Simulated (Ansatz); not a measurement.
Program: Ansatz. Geometries: PBE0-D4/def2-TZVP. ΔE: electronic, gas phase. CCSD(T)/CBS is the MP2 limit (def2-TZVPP, def2-QZVPP) plus CCSD(T) − MP2 in def2-TZVPP, frozen cores. DFT in def2-TZVPP. B3LYP here is the variant with VWN-RPA as its local correlation; programs differ in this. For Br outer-core shells are correlated without core-valence functions, which leaves a few kJ/mol of doubt a bond. Scalar relativity is left out up to krypton. One conformer a species, not always the lowest.

Consider the formal exchange of groups at the Si–Br bond: `O[SiH](Cl)Br` + `O[SiH2]CBr` → `O[SiH2]C[SiH](O)Cl` + Br₂.

CCSD(T)/CBS gives +1.06 eV.

Task: Another level gave +0.90 eV. Which?
A. PBE0/def2-TZVPP
B. PBE/def2-TZVPP
C. B3LYP-D4/def2-TZVPP
D. CCSD/def2-TZVPP

Result: C. B3LYP-D4 0.90, PBE0 1.01, CCSD/def2-TZVPP 1.07, PBE 0.96 eV.

Largest T1 diagnostic among the species: 0.011.

From PBE to PBE0 (25 % exact exchange), in def2-TZVPP and without D4, ΔE moves by +0.06 eV. The D4 term adds −0.08 eV with B3LYP and −0.05 eV with PBE0; it sums over pairs of atoms, weighted by their polarisabilities, and B3LYP, whose exchange is more repulsive, gets the larger term.
